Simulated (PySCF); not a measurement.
**Radial density of Ti⁺ (titanium, charge +1)**

UHF, [Ar] 3d1 4s2, 2D determinant (an excited configuration). Calculation: PySCF 2.14, in aug-cc-pwCVTZ-DK (10s9p7d4f3g, 127 functions); scalar relativity by spin-free X2C-1e.

| r (bohr) | 4πr²ρ (e/bohr) | 4πr²(ρα − ρβ) |
| --- | --- | --- |
| 0.00124 | 0.1785 | 0.0000 |
| 0.00209 | 0.4565 | 0.0000 |
| 0.00351 | 1.143 | 0.0000 |
| 0.00591 | 2.759 | 0.0000 |
| 0.00994 | 6.258 | 0.0000 |
| 0.0167 | 12.71 | 0.0001 |
| 0.0281 | 21.32 | 0.0000 |
| 0.0473 | 26.20 | -0.0005 |
| 0.0795 | 21.82 | -0.0018 |
| 0.134 | 20.81 | -0.0004 |
| 0.225 | 28.19 | 0.0333 |
| 0.379 | 15.63 | 0.2005 |
| 0.637 | 8.202 | 0.5758 |
| 1.07 | 8.715 | 0.7278 |
| 1.80 | 2.056 | 0.3327 |
| 3.03 | 0.8340 | 0.0393 |
| 5.10 | 0.1316 | -0.0041 |
| 8.57 | 0.001335 | -0.0001 |

Densities and radii are taken from the X2C orbitals without a picture-change correction, which distorts them close to the nucleus.

Question: Where is the radial spin density 4πr²(ρα − ρβ) most negative, and why is it negative at all?

Answer: Around r = 5.10 bohr, down to -0.0041 e/bohr: exchange with the open shell polarises the paired shells in an unrestricted calculation.
